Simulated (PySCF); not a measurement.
Cartesian coordinates in Å; atom numbers follow the order of the lines, from 1:
```xyz
13

B     1.775   -0.205   -0.725
C     0.767    0.880   -0.542
C    -0.288    0.246    0.064
B     0.065   -1.297    0.221
C    -1.555    0.869    0.514
H     1.392   -1.379   -0.350
H     2.902   -0.295   -1.140
H     0.810    1.949   -0.776
H    -0.481   -2.083   -0.530
H     0.318   -1.712    1.336
H    -1.717    0.658    1.585
H    -2.403    0.395   -0.010
H    -1.590    1.955    0.347
```

Geometry: PBE0-D3(BJ)/def2-SVP; GIAO shifts from PySCF, gas phase, non-relativistic, averaged over equivalent atoms.

At PBE0/def2-TZVP (203 basis functions, 18 s wall time on 1 thread of an Arm Neoverse V2, shared host):
```
      atoms  δ (ppm)
         B1     51.3
         B4      3.2
         C3    236.6
         C2    139.9
         C5     29.3
         H8     6.51
      H6/H7     5.37
     H9/H10     4.24
H11/H12/H13     2.32
```

Chemical shifts δ = σref − σ; ¹¹B (σ = 102.62 ppm) vs BF3·OEt2; TMS for ¹³C (σ = 186.65 ppm) and ¹H (σ = 31.48 ppm), all at this level.

**Question.** What do these become at WP04/pcSseg-2?

**Answer.** 
```
      atoms  δ at WP04/pcSseg-2  change
         B1                53.2    +1.9
         B4                 8.1    +4.9
         C3               238.5    +1.9
         C2               140.1    +0.2
         C5                29.0    -0.3
         H8                6.10   -0.41
      H6/H7                4.45   -0.92
     H9/H10                3.63   -0.61
H11/H12/H13                2.24   -0.08
```

References, each an isolated molecule treated in the same way: ¹¹B (σref 94.19) vs BF3·OEt2; TMS for ¹³C (σref 172.10), ¹H (σref 31.61).

The largest change is at B4 (boron bonded to C, 2 H). Cost: 292 basis functions, 37 s wall time on 1 thread of an Arm Neoverse V1, shared host. The order of the carbon signals is the same at both levels.

A carbon bonded to boron is broadened by the quadrupolar boron nucleus and is often missing from a measured spectrum.
